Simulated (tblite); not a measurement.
Compound: C6H3ClO2S.
Cartesian coordinates in Å at the GFN2-xTB level; atoms count from 1:
```xyz
13
C6H3ClO2S angstrom
O      3.2102    0.5897    1.3869
C      2.7016    0.1656    0.3825
C      1.2714    0.0643    0.1464
C      0.6446   -0.4155   -0.9882
C     -0.7437   -0.3783   -0.8952
C     -1.1773    0.1317    0.3140
C     -2.5207    0.3354    0.8006
O     -2.8541    0.7800    1.8522
Cl    -3.7498   -0.1657   -0.3771
S      0.1391    0.5697    1.3475
H      3.3072   -0.1937   -0.4724
H      1.1815   -0.7773   -1.8468
H     -1.4145   -0.7054   -1.6680
```

Level: GFN2-xTB in tblite, geometry and Hessian alike; calculated harmonic values, unscaled, isolated species. Errors from tens to a few hundred cm⁻¹ against measured bands are possible. One conformer, not necessarily the lowest.

Harmonic wavenumbers (cm⁻¹): 40.0, 84.8, 105.3, 133.7, 168.6, 263.0, 268.7, 384.3, 432.1, 445.5, 529.2, 564.0, 634.5, 656.0, 706.1, 737.3, 771.2, 811.9, 859.2, 915.7, 1054.7, 1128.6, 1173.3, 1180.9, 1334.3, 1377.8, 1426.8, 1508.4, 1733.4, 1787.8, 2768.6, 3133.7, 3148.9.

A = 2909, B = 534.5, C = 451.5 MHz; mass 173.954 u (most abundant isotopes); point group Cs, symmetry number 1.

Q: What is the zero-point energy?

A: ½Σν̃ = 16134 cm⁻¹ = 193.01 kJ/mol.

Q: Give the ideal-gas entropy at 350 K and 1 bar in the rigid-rotor, harmonic-oscillator model (classical rotation).

A: Translation 176.53, rotation 129.63, vibration 132.84: S = 439.0 J/(mol K).

Q: And Cp and H(350 K) − H(0)?

A: Cp = 162.23 J/(mol K), of which vibrations give 128.98 (their classical limit is 33 R = 274.4); H(350 K) − H(0) = 35.50 kJ/mol without the zero-point energy, 23.86 from vibrations.

Q: Blend soft modes into free rotors: weight 1/[1 + (100 cm⁻¹/ν̃)⁴] for the oscillator and the rest for a rotor with moment μB/(μ + B), μ = h/(8π²ν), B = 10⁻⁴⁴ kg m². What vibrational entropy results?

A: 121.72 J/(mol K) in place of 132.84, which changes −T·S at 350 K by +3.89 kJ/mol.

Q: What must be added to the electronic energy to get the Gibbs energy at 350 K and 1 bar?

A: ZPE + [H(350 K) − H(0)] − T·S = 193.01 + 35.50 − 153.65 = 74.86 kJ/mol.

Q: How do the functions run with temperature in this model?

A: 
```json
{"T (K)": "50", "S (J/(mol K))": "254.7", "Cp (J/(mol K))": "54.7", "H − H(0) (kJ/mol)": "2.10", "G − H(0) (kJ/mol)": "-10.64", "ln q(vib)": "0.55"}
{"T (K)": "100", "S (J/(mol K))": "299.4", "Cp (J/(mol K))": "75.4", "H − H(0) (kJ/mol)": "5.38", "G − H(0) (kJ/mol)": "-24.56", "ln q(vib)": "1.73"}
{"T (K)": "298.15", "S (J/(mol K))": "414.3", "Cp (J/(mol K))": "146.4", "H − H(0) (kJ/mol)": "27.49", "G − H(0) (kJ/mol)": "-96.02", "ln q(vib)": "6.55"}
{"T (K)": "373.15", "S (J/(mol K))": "449.6", "Cp (J/(mol K))": "168.8", "H − H(0) (kJ/mol)": "39.33", "G − H(0) (kJ/mol)": "-128.44", "ln q(vib)": "8.32"}
{"T (K)": "500", "S (J/(mol K))": "503.4", "Cp (J/(mol K))": "198.8", "H − H(0) (kJ/mol)": "62.74", "G − H(0) (kJ/mol)": "-188.95", "ln q(vib)": "11.20"}
{"T (K)": "750", "S (J/(mol K))": "591.9", "Cp (J/(mol K))": "236.5", "H − H(0) (kJ/mol)": "117.61", "G − H(0) (kJ/mol)": "-326.29", "ln q(vib)": "16.45"}
{"T (K)": "1000", "S (J/(mol K))": "663.1", "Cp (J/(mol K))": "258.3", "H − H(0) (kJ/mol)": "179.68", "G − H(0) (kJ/mol)": "-483.46", "ln q(vib)": "21.12"}
```

q(vib) and H(0) count from the zero-point level.

Q: Which modes carry the vibrational entropy at 350 K?

A: 40.0 cm⁻¹: 23.33; 84.8 cm⁻¹: 17.12; 105.3 cm⁻¹: 15.34; 133.7 cm⁻¹: 13.39; 168.6 cm⁻¹: 11.53; 263.0 cm⁻¹: 8.06 J/(mol K); the other 27 give 44.06 together.

Hindered rotation and anharmonicity are outside this model. Other conformers, if any are populated, would add a mixing term that is left out.

On one thread, Arm Neoverse V1 (aarch64), shared host with 64 logical CPUs at a one-minute load of 34, this took 0.58 s wall. This covers the Hessian and the dipole derivatives.
